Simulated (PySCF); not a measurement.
**Bonding in `CCC(=O)OC[Si@@H](F)OC`**

C₅H₁₁FO₃Si.
Atom-mapped SMILES: `[CH3:1][CH2:2][C:3](=[O:4])[O:5][CH2:6][Si@@H:7]([F:8])[O:9][CH3:10]` (hydrogens: H11, H12, H13 on C1; H14, H15 on C2; H16, H17 on C6; H18 on Si7; H19, H20, H21 on C10)

Geometry (GFN2-xTB, Å), atoms numbered from 1 in this order:
```xyz
21
C5H11FO3Si angstrom
C     -3.2612   -1.0927   -0.1921
C     -2.2872   -0.6185    0.8837
C     -1.0877    0.0566    0.2685
O     -0.4536   -0.4192   -0.6528
O     -0.7990    1.2071    0.8184
C      0.3389    1.8925    0.2939
Si     1.4316    0.8202   -0.8484
F      2.6672    1.8958   -1.0365
O      2.1002   -0.3651    0.0220
C      3.3886   -0.8872   -0.1559
H     -2.7418   -1.7234   -0.9085
H     -4.0701   -1.6606    0.2595
H     -3.6870   -0.2445   -0.7223
H     -2.7644    0.0731    1.5777
H     -1.9169   -1.4801    1.4443
H      0.8856    2.2732    1.1571
H     -0.0329    2.7499   -0.2684
H      1.1134    0.6305   -2.2478
H      4.0889   -0.1055   -0.4524
H      3.3719   -1.6595   -0.9274
H      3.7064   -1.3256    0.7906
```

Bond orders from the PBE0/pcSseg-1 density (PySCF). The structure is a single GFN2-xTB conformer in the gas phase; no vibrational or solvent corrections.

Problem. Where do the orders between heavy atoms depart from those drawn in the SMILES?

Solution. The largest departure is 0.275, at C3–O4 (drawn double, 1.725). Drawn single, order above 1.12: C3–O5 (1.195). Drawn single, order below 0.88: O5–C6 (0.812), C6–Si7 (0.850) and Si7–F8 (0.833).

Problem. Give the Mayer order of every bond, beside its length.

Solution. 
| bond | drawn as | length (Å) | Mayer order |
| --- | --- | --- | --- |
| C1–C2 | single | 1.527 | 1.052 |
| C2–C3 | single | 1.508 | 0.956 |
| C3–O4 | double | 1.215 | 1.725 |
| C3–O5 | single | 1.307 | 1.195 |
| O5–C6 | single | 1.428 | 0.812 |
| C6–Si7 | single | 1.910 | 0.850 |
| Si7–F8 | single | 1.649 | 0.833 |
| Si7–O9 | single | 1.615 | 1.013 |
| O9–C10 | single | 1.402 | 0.886 |
| C1–H11 | single | 1.087 | 0.959 |
| C1–H12 | single | 1.087 | 0.967 |
| C1–H13 | single | 1.087 | 0.967 |
| C2–H14 | single | 1.090 | 0.946 |
| C2–H15 | single | 1.093 | 0.924 |
| C6–H16 | single | 1.090 | 0.949 |
| C6–H17 | single | 1.091 | 0.942 |
| Si7–H18 | single | 1.448 | 0.905 |
| C10–H19 | single | 1.091 | 0.961 |
| C10–H20 | single | 1.092 | 0.969 |
| C10–H21 | single | 1.090 | 0.974 |

By pair of heavy elements: C–C: lowest C2–C3 (0.956, 1.508 Å), highest C1–C2 (1.052, 1.527 Å); in 1 of the 1 pairs the longer bond (by over 0.003 Å) has the higher order (by 0.02 or more). C–O: lowest O5–C6 (0.812, 1.428 Å), highest C3–O4 (1.725, 1.215 Å).

Problem. Sum the orders of all bonds at each heavy atom with more than one neighbour and set the sums beside the valence in the SMILES.

Solution. C1 3.945 (drawn 4), C2 3.878 (drawn 4), C3 3.876 (drawn 4), O5 2.007 (drawn 2), C6 3.553 (drawn 4), Si7 3.601 (drawn 4), O9 1.899 (drawn 2), C10 3.790 (drawn 4). Orders between atoms that aren't bonded are not in these sums.

Mayer orders depend on the basis set.
